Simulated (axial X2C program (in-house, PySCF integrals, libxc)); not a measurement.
## What spin–orbit coupling does to BI⁺

Calculated with an axial X2C code built on PySCF integrals. Spin-free means the one-electron spin-free X2C Hamiltonian; two-component (2c) means X2C with spin–orbit coupling and atomic mean-field two-electron Coulomb and Gaunt terms, so the difference of the two also holds small scalar two-electron terms. Basis: I dyall-cv3z [11s12p8d4f1g], B dyall-v3z [7s6p2d1f] (cores contracted in-house); Gaussian nuclei, density fitting, unrestricted open shells. Masses: I 126.904 u, B 11.009 u.

Spin-free state: M_S = 1/2, Λ = 0 (beyond evenly filled blocks: σα); fragments I + B+.

```
 level  Re (Å)  ωe (cm⁻¹)  De (eV)  μ (D)
r2SCAN   1.962      799.5    3.655   2.84
```

Dipoles are positive if B is the positive end and refer to the centre of mass.

Two-component determinant lowest at the distance of the search:

Ω = 1/2 (⟨Sz⟩ = 0.50, ⟨Lz⟩ = 0.00 at r2SCAN); fragments I + B+.

| level | Re (Å) | ωe (cm⁻¹) | μ (D) |
| --- | --- | --- | --- |
| r2SCAN | 1.966 | 789.7 | 2.82 |

**Question.** From the two tables, how do the constants change at the r2SCAN level (2c against spin-free)?

**Answer.** At the r2SCAN level Re increases by 0.004 Å and ωe decreases by 9.8 cm⁻¹.

The state is a single determinant with fixed occupations, the lowest that a limited PBE0 search found. De is counted from the lowest determinant-based energies of the atoms at the same level, without counterpoise correction. De is not given where an atomic determinant may have missed its ground term or J level, or where the truncated virtual space spoils (T). Density functionals use the spin component along the axis (collinear). Without a current term, density functionals place determinants with orbital angular momentum somewhat too high.
